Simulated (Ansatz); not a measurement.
```yaml
crystal:
  periodic: [false, false, false]
  atoms:
    - {symbol: O, position_ang: [0.926656, -4.189967, 3.461682]}
    - {symbol: Si, position_ang: [-1.503173, -2.576055, 2.444225]}
    - {symbol: O, position_ang: [-2.920021, -0.893333, 4.610677]}
    - {symbol: C, position_ang: [-0.402394, -0.448844, -0.062227]}
    - {symbol: C, position_ang: [0.353386, 0.975967, -1.696664]}
    - {symbol: Si, position_ang: [1.464002, 3.105261, -4.175760]}
    - {symbol: H, position_ang: [2.559682, -3.411443, 3.402012]}
    - {symbol: H, position_ang: [-3.378930, -4.416675, 1.546945]}
    - {symbol: H, position_ang: [-2.235742, 0.728745, 5.032326]}
    - {symbol: H, position_ang: [1.835094, 5.661562, -3.086831]}
    - {symbol: H, position_ang: [-0.448492, 3.210495, -6.220487]}
    - {symbol: H, position_ang: [3.895253, 2.149974, -5.191461]}
basis:
  gaussian: {orbitals: def2-SVPD, nuclear_model: gaussian}
hamiltonian: {xc: {name: revPBE}}
accuracy: high
```

```sh
$ ansatz run in.yaml --threads 2 --pin off --events-out ev --progress --plain --max-ram 22528MiB --backend cpu
```

Output, abridged:

```
Functional definition: revPBE
3695 factors; integrals over basis functions are off by at most 4.2e-8 eV
mean field evaluation 1: about -21901.6661 eV, gradient 1.2e2 eV
mean field evaluation 2: about -20715.6946 eV, gradient 3.0e2 eV
mean field evaluation 4: about -20910.1646 eV, gradient 2.6e2 eV
mean field evaluation 8: about -21964.0698 eV, gradient 8.7e0 eV
mean field evaluation 16: about -21966.5100 eV, gradient 1.7e-1 eV
mean field evaluation 32: about -21966.5109 eV, gradient 1.8e-8 eV
mean field -21966.51087610 eV, -807.2543852607 hartree, gradient 4.0e-8 eV, S^2 0.000000; 10 other end points of the search recorded, 0 dependent functions left out
reference -21966.51088643 eV, -807.2543856405 hartree; 31, 31 occupied and 151, 151 virtual orbitals, 3695 factors
Total energy: -21966.51088643 eV, -807.2543856405 hartree
```

Problem. What is wrong with this run?

Solution. The coordinates are in bohr but typed as ångström. The calculation finished and met its thresholds. The result belongs to that input, not to the molecule as meant.
